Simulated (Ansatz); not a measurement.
**Nudged elastic band run: AlCl3H2**

The input (input.yaml):

```yaml
crystal:
  periodic: [false, false, false]
  atoms:
    - { symbol: Al, position_ang: [0.00662, 0.175576, 0.208826] }
    - { symbol: Cl, position_ang: [-0.002968, 0.819657, 2.222693] }
    - { symbol: Cl, position_ang: [1.832286, 0.051553, -0.846576] }
    - { symbol: Cl, position_ang: [-1.817333, -0.033415, -0.83594] }
    - { symbol: H, position_ang: [0.075441, -2.24646, 0.505661] }
    - { symbol: H, position_ang: [0.049853, -2.032511, 1.240335] }
basis:
  gaussian: { orbitals: cc-pVDZ }
hamiltonian:
  xc: b3lyp
neb:
  order_check: false
  images: 3
  f_tol: 0.05
  max_iterations: 60
  climbing: true
  final_atoms:
    - { symbol: Al, position_ang: [0.02739226, -0.61264319, -0.42537102] }
    - { symbol: Cl, position_ang: [0.0163688, -0.00512571, 2.25888912] }
    - { symbol: Cl, position_ang: [1.82213439, 0.42249675, -0.94536039] }
    - { symbol: Cl, position_ang: [-1.82139542, 0.32434677, -0.94235793] }
    - { symbol: H, position_ang: [0.06823597, -2.15012761, -0.10593054] }
    - { symbol: H, position_ang: [0.03116301, -1.244547, 2.65512975] }
  initial_path:
    images:
      - { positions_ang: [[0.00662, 0.175576, 0.208826], [-0.002968, 0.819657, 2.222693], [1.832286, 0.051553, -0.846576], [-1.817333, -0.033415, -0.83594], [0.075441, -2.24646, 0.505661], [0.049853, -2.032511, 1.240335]] }
      - { positions_ang: [[0.00203395, 0.08224463, 0.09742623], [-0.00340377, 0.43771161, 2.39392642], [1.88073261, 0.01069421, -0.9872327], [-1.87525183, -0.04160382, -0.98262431], [0.07961835, -2.0023698, 0.56185805], [0.06016969, -1.75227683, 1.4116453]] }
      - { positions_ang: [[-0.00255211, -0.01108673, -0.01397354], [-0.00383954, 0.05576623, 2.56515985], [1.92917921, -0.03016459, -1.12788941], [-1.93317065, -0.04979263, -1.12930862], [0.08379571, -1.75827961, 0.61805511], [0.07048638, -1.47204266, 1.5829556]] }
      - { positions_ang: [[0.01242008, -0.31186496, -0.21967228], [0.00626463, 0.02532026, 2.41202449], [1.8756568, 0.19616608, -1.0366249], [-1.87728304, 0.13727707, -1.03583328], [0.07601584, -1.95420361, 0.25606229], [0.05082469, -1.35829483, 2.11904268]] }
      - { positions_ang: [[0.02739226, -0.61264319, -0.42537102], [0.0163688, -0.00512571, 2.25888912], [1.82213439, 0.42249675, -0.94536039], [-1.82139542, 0.32434677, -0.94235793], [0.06823597, -2.15012761, -0.10593054], [0.03116301, -1.244547, 2.65512975]] }
```

Launched with:

```bash
$ ansatz run input.yaml --threads 2 --pin off --max-ram 3072MiB --backend cpu --events-out ev --progress --plain --runs-dir out
```

Output, in part (warnings, iteration lines, the closing report on the highest movable image, with atoms numbered from 0):

```
NEB end point (image 0): max|allowed force component| = 6.166e-3 eV/Å (the criterion of neb.relax_end_points is 1.000e-2)
NEB end point (image 4): max|allowed force component| = 6.216e-3 eV/Å (the criterion of neb.relax_end_points is 1.000e-2)
NEB iter   1: max|band force component| = 2.529e0 eV/Å  barrier→ = 1.9072 eV  barrier← = 0.8739 eV  Δτ_max = 0.2000 Å  (112 SCF iters)
NEB iter   2: max|band force component| = 1.297e0 eV/Å  barrier→ = 1.2294 eV  barrier← = 0.1962 eV  Δτ_max = 0.2000 Å  (76 SCF iters)
NEB iter   3: max|band force component| = 7.086e-1 eV/Å  barrier→ = 1.3797 eV  barrier← = 0.3464 eV  Δτ_max = 0.1117 Å  (76 SCF iters)
NEB iter   4: max|band force component| = 5.856e-1 eV/Å  barrier→ = 1.3815 eV  barrier← = 0.3483 eV  CI = image 2  Δτ_max = 0.1075 Å  (73 SCF iters)
NEB iter   5: max|band force component| = 6.138e-1 eV/Å  barrier→ = 1.3747 eV  barrier← = 0.3414 eV  CI = image 2  Δτ_max = 0.0528 Å  (73 SCF iters)
NEB iter   6: max|band force component| = 3.271e-1 eV/Å  barrier→ = 1.3580 eV  barrier← = 0.3248 eV  CI = image 2  Δτ_max = 0.0141 Å  (68 SCF iters)
NEB iter   7: max|band force component| = 9.496e-2 eV/Å  barrier→ = 1.3545 eV  barrier← = 0.3212 eV  CI = image 2  Δτ_max = 0.0071 Å  (62 SCF iters)
NEB iter   8: max|band force component| = 1.424e-2 eV/Å  barrier→ = 1.3538 eV  barrier← = 0.3206 eV  CI = image 2  Δτ_max = 0.0000 Å  (127 SCF iters)
Total energy: -44203.07709282 eV, -1624.4331212395 hartree
Atom 0 at     0.019184    -0.439800    -0.122804 Å, force     0.006386    -0.006911    -0.002435 eV/Å
Atom 1 at     0.017083     0.076538     2.277948 Å, force     0.001448     0.012520     0.010581 eV/Å
Atom 2 at     1.861003     0.171875    -0.972063 Å, force    -0.003706    -0.000545     0.002332 eV/Å
Atom 3 at    -1.850198     0.101428    -0.958707 Å, force    -0.000143    -0.002125     0.001220 eV/Å
Atom 4 at     0.053173    -1.925949     0.616654 Å, force    -0.001983     0.010736     0.001604 eV/Å
Atom 5 at     0.043655    -1.249692     1.653971 Å, force    -0.002002    -0.013675    -0.013302 eV/Å
Dipole moment:     0.005295    -0.259590     0.294396 e Å
```

It converged. Another band between the same ends (5 images) ends at a top of the same energy, where a vibrational analysis finds 1 clearly imaginary mode. So few images can step over the top or miss a turn of the path. The orbitals stay closed-shell, which can raise the energy where a bond breaks towards radicals; this wasn't checked here.

Final band (atoms are numbered from 1 in the order of the input):

```
image  path coordinate (Å)  energy (kJ/mol)  Al1–Cl2 (Å)  H5–H6 (Å)  Al1–H5 (Å)
    0                 0.00              0.0         2.11       0.77        2.44
    1                 0.74             26.4         2.17       0.79        2.05
    2                 1.47            130.6         2.46       1.24        1.66
    3                 2.14            108.5         2.70       2.03        1.58
    4                 2.81             99.7         2.75       2.91        1.57
```

Time of the run: 58 s on 2 threads of Intel(R) Xeon(R) CPU @ 2.60GHz (Ice Lake), on a shared host, peak memory 0.21 GiB.
